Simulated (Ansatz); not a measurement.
Pulling on the Ga1–F4 bond in FGaH2 (SMILES [F][GaH2]) (multiplicity 1 held, fragments rigid). Energies count from the point at 1.770 Å.
Geometry at that point (charge 0, multiplicity 1):
| atom | x (Å) | y (Å) | z (Å) |
|---|---|---|---|
| Ga | -0.1531 | -0.2983 | 0.0991 |
| H | 0.6238 | -1.0578 | 1.2132 |
| H | -1.4763 | -0.6025 | -0.6615 |
| F | 0.6222 | 1.2119 | -0.4027 |

Unrestricted levels (U-) break spin symmetry where that is lower. Active spaces are followed from a long bond inwards. Levels need not reach the same state.

Cores are frozen in the correlated methods. Filled d and f shells under p-block atoms count as core.

Run with Ansatz (Gaussian orbitals). Each number belongs to the level named beside it.

Energies in kJ/mol.

```json
[
 {"R (Å)": "1.416", "U-HF/cc-pVDZ": "313", "U-MP2/cc-pVDZ": "335", "SC-NEVPT2 on CASSCF(6,4)/cc-pVDZ": "335", "FIC-MRCISD+Q on CASSCF(6,4)/cc-pVDZ": "333"},
 {"R (Å)": "1.593", "U-HF/cc-pVDZ": "53", "U-MP2/cc-pVDZ": "62", "SC-NEVPT2 on CASSCF(6,4)/cc-pVDZ": "64", "FIC-MRCISD+Q on CASSCF(6,4)/cc-pVDZ": "62"},
 {"R (Å)": "1.770", "U-HF/cc-pVDZ": "0", "U-MP2/cc-pVDZ": "0", "SC-NEVPT2 on CASSCF(6,4)/cc-pVDZ": "0", "FIC-MRCISD+Q on CASSCF(6,4)/cc-pVDZ": "0"},
 {"R (Å)": "1.947", "U-HF/cc-pVDZ": "34", "U-MP2/cc-pVDZ": "28", "SC-NEVPT2 on CASSCF(6,4)/cc-pVDZ": "12", "FIC-MRCISD+Q on CASSCF(6,4)/cc-pVDZ": "27"},
 {"R (Å)": "2.124", "U-HF/cc-pVDZ": "102", "U-MP2/cc-pVDZ": "91", "SC-NEVPT2 on CASSCF(6,4)/cc-pVDZ": "71", "FIC-MRCISD+Q on CASSCF(6,4)/cc-pVDZ": "89"},
 {"R (Å)": "2.390", "U-HF/cc-pVDZ": "217", "U-MP2/cc-pVDZ": "201", "SC-NEVPT2 on CASSCF(6,4)/cc-pVDZ": "168", "FIC-MRCISD+Q on CASSCF(6,4)/cc-pVDZ": "[?]"},
 {"R (Å)": "2.655", "U-HF/cc-pVDZ": "321", "U-MP2/cc-pVDZ": "353", "SC-NEVPT2 on CASSCF(6,4)/cc-pVDZ": "274", "FIC-MRCISD+Q on CASSCF(6,4)/cc-pVDZ": "[?]"},
 {"R (Å)": "3.098", "U-HF/cc-pVDZ": "371", "U-MP2/cc-pVDZ": "512", "SC-NEVPT2 on CASSCF(6,4)/cc-pVDZ": "417", "FIC-MRCISD+Q on CASSCF(6,4)/cc-pVDZ": "426"},
 {"R (Å)": "3.540", "U-HF/cc-pVDZ": "383", "U-MP2/cc-pVDZ": "543", "SC-NEVPT2 on CASSCF(6,4)/cc-pVDZ": "489", "FIC-MRCISD+Q on CASSCF(6,4)/cc-pVDZ": "491"},
 {"R (Å)": "4.071", "U-HF/cc-pVDZ": "387", "U-MP2/cc-pVDZ": "553", "SC-NEVPT2 on CASSCF(6,4)/cc-pVDZ": "527", "FIC-MRCISD+Q on CASSCF(6,4)/cc-pVDZ": "517"},
 {"R (Å)": "4.779", "U-HF/cc-pVDZ": "389", "U-MP2/cc-pVDZ": "556", "SC-NEVPT2 on CASSCF(6,4)/cc-pVDZ": "536", "FIC-MRCISD+Q on CASSCF(6,4)/cc-pVDZ": "[?]"},
 {"R (Å)": "5.665", "U-HF/cc-pVDZ": "389", "U-MP2/cc-pVDZ": "557", "SC-NEVPT2 on CASSCF(6,4)/cc-pVDZ": "537", "FIC-MRCISD+Q on CASSCF(6,4)/cc-pVDZ": "526"}
]
```

Question: Fill in the missing entries.

Answer: 
- 2.655, FIC-MRCISD+Q on CASSCF(6,4)/cc-pVDZ: 297
- 4.779, FIC-MRCISD+Q on CASSCF(6,4)/cc-pVDZ: 524
- 2.390, FIC-MRCISD+Q on CASSCF(6,4)/cc-pVDZ: 197

Doubts at one or more of the structures used: a spin-contaminated determinant (U-HF/cc-pVDZ, U-MP2/cc-pVDZ); active orbitals that take no part (SC-NEVPT2 on CASSCF(6,4)/cc-pVDZ, FIC-MRCISD+Q on CASSCF(6,4)/cc-pVDZ).

Ansatz is a program for electronic structure.
